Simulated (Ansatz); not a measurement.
**Question.** Predict a relaxed structure of `Sc1ccc(-c2ccc(-c3ccc(S)nc3)nc2)nc1`, charge 0, singlet, at PBE-D4/def2-SVP (Ansatz).

**Answer.** 
```
atom   x (Å)   y (Å)   z (Å)
  S1   5.052   1.870   4.953
  C2   3.847   1.543   3.700
  C3   3.468   2.456   2.695
  C4   2.502   2.080   1.760
  C5   1.917   0.794   1.833
  C6   0.888   0.324   0.879
  C7   0.357  -0.980   0.988
  C8  -0.611  -1.414   0.084
  C9  -1.052  -0.540  -0.939
 C10  -2.074  -0.928  -1.936
 C11  -2.686  -2.202  -1.978
 C12  -3.641  -2.487  -2.952
 C13  -3.969  -1.474  -3.882
 S14  -5.183  -1.808  -5.131
 N15  -3.403  -0.257  -3.863
 C16  -2.489   0.000  -2.921
 N17  -0.547   0.711  -1.044
 C18   0.377   1.118  -0.175
 N19   2.288  -0.076   2.801
 C20   3.209   0.278   3.693
 H21   5.350   3.135   4.545
 H22   3.925   3.456   2.643
 H23   2.209   2.793   0.977
 H24   0.726  -1.626   1.797
 H25  -1.021  -2.429   0.177
 H26  -2.420  -2.981  -1.249
 H27  -4.126  -3.474  -2.997
 H28  -5.073  -0.562  -5.671
 H29  -2.032   1.003  -2.920
 H30   0.739   2.151  -0.324
 H31   3.472  -0.474   4.460
```
Point group Cs (tolerance 0.1 Å). This is one stationary point.
